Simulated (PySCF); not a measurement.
Cd(H)(OSiH3), H₄CdOSi, SMILES [SiH3][O][CdH], CAM-B3LYP/def2-SVP optimised geometry.

```
7

Cd    -1.35     1.02     0.00
H     -2.98     1.07    -0.01
O      0.60     1.02     0.00
Si     2.11     0.42     0.09
H      2.75     0.74     1.40
H      2.98     0.98    -0.99
H      2.14    -1.07    -0.06
```

Density from CAM-B3LYP/def2-TZVP, def2 effective core potentials past Kr (PySCF) at that geometry. The core electrons that the potentials of Cd replace are not part of the density.

Minimum of the electron density along straight lines between bonded atoms, close to the bond critical point (lines longer than 1.1 times the sum of covalent radii, or with two minima, are not listed):

```
bond    length / Å  ρ at the minimum / e bohr⁻³  ∇²ρ there / e bohr⁻⁵  position (fraction from the first atom)
------  ----------  ---------------------------  --------------------  ---------------------------------------
Cd1–H2       1.633                        0.123                  0.11                                     0.66
Cd1–O3       1.950                        0.115                   ___                                     0.52
O3–Si4       1.630                        0.140                   ___                                     0.59
Si4–H5       1.495                        0.121                  0.13                                     0.49
Si4–H6       1.494                        0.121                  0.14                                     0.49
Si4–H7       1.498                        0.120                  0.13                                     0.49
```

Q: Complete the blanks.

A: 
- Cd1–O3, ∇²ρ there / e bohr⁻⁵: 0.63
- O3–Si4, ∇²ρ there / e bohr⁻⁵: 0.86
